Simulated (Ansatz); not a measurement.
Consider the redistribution: `[NH2][AlH][SiH](F)[SiH3]` + `[AlH2][CH2]Cl` → `[NH2][AlH][Cl]` + `F[SiH]([SiH3])[CH2][AlH2]`.

Isolated molecules relaxed with PBE0-D4/def2-TZVP in Ansatz; ΔE leaves out vibrations. CCSD(T)/CBS adds triple-zeta CCSD(T) − MP2 to the extrapolated MP2 energy (def2 sets, frozen cores). Functionals use def2-TZVPP. One conformer a species, not always the lowest.

**Question.** Is it downhill or uphill in electronic energy at CCSD(T)/CBS, and by how much? (Best estimate.)

**Answer.** Computed: Downhill: ΔE = -273.8 kJ/mol.

**Question.** What do these levels give: PBE-D4, r2SCAN-D4, PBE0-D4, r2SCAN, MP2/def2-QZVPP, MP2/CBS(def2)? (An estimate is asked.)

**Answer.** Computed: PBE-D4 -256.0, r2SCAN-D4 -279.3, PBE0-D4 -266.5, r2SCAN -278.2, MP2/def2-QZVPP -288.0, MP2/CBS(def2) -288.5 kJ/mol.

Largest T1 diagnostic among the species: 0.013.

From PBE to PBE0 (25 % exact exchange), in def2-TZVPP and without D4, ΔE moves by −11.4 kJ/mol. In def2-TZVPP, CCSD(T) changes the Hartree–Fock value by −10.0 kJ/mol (the triples alone add −1.2 kJ/mol) and MP2 by −24.6 kJ/mol.
